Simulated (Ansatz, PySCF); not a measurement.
System: dichloro(fluoro)borane, sum formula BCl2F (charge 0, singlet). SMILES: FB(Cl)Cl
Geometry: optimised at B3LYP-D3(BJ)/def2-TZVP (Ansatz, a program for electronic structure).

PBE beside other levels, property by property. Valence correlation only, unless marked. UHF or UKS for open shells. Spin-orbit coupling is left out. No relativistic terms. Basis-set limits of correlation are two-point, X^-3; Hartree-Fock from the larger set. Rows marked 298 K are enthalpies with B3LYP-D3(BJ) harmonic zero-point and thermal terms. Atomisation energies are electronic, to ground-state atoms; the column to compare with has the core term from cc-pwCVTZ added, other frozen-core levels have none. Frequencies are from Ansatz or PySCF. The coupled-cluster column (Ansatz) is a level with limits of its own: CCSD(T)/CBS(cc-pV(T+d)Z,cc-pV(Q+d)Z).

```tsv
property	PBE/def2-TZVPD (Ansatz)	r2SCAN/def2-TZVPD (Ansatz)	CCSD(T)/cc-pV(D+d)Z (Ansatz)	CCSD(T)/cc-pV(T+d)Z (Ansatz)	coupled cluster
atomisation energy (kcal/mol)	383.5	378.4	341.5	360.2	372.9
B-Cl bond dissociation enthalpy, 298 K, to F[B]Cl + Cl atom (kcal/mol)	119.6	118.1	115.5	118.3	121.7
B-F bond dissociation enthalpy, 298 K, to Cl[B]Cl + F atom (kcal/mol)	164.5	160.7	153.7	163.2	166.3
```

As the rows show:
- atomisation energy: PBE lies 10.6 kcal/mol above coupled cluster.
- B-Cl bond dissociation enthalpy, 298 K, to F[B]Cl + Cl atom: PBE lies 2.1 kcal/mol below coupled cluster.
- B-F bond dissociation enthalpy, 298 K, to Cl[B]Cl + F atom: PBE lies 1.8 kcal/mol below coupled cluster.
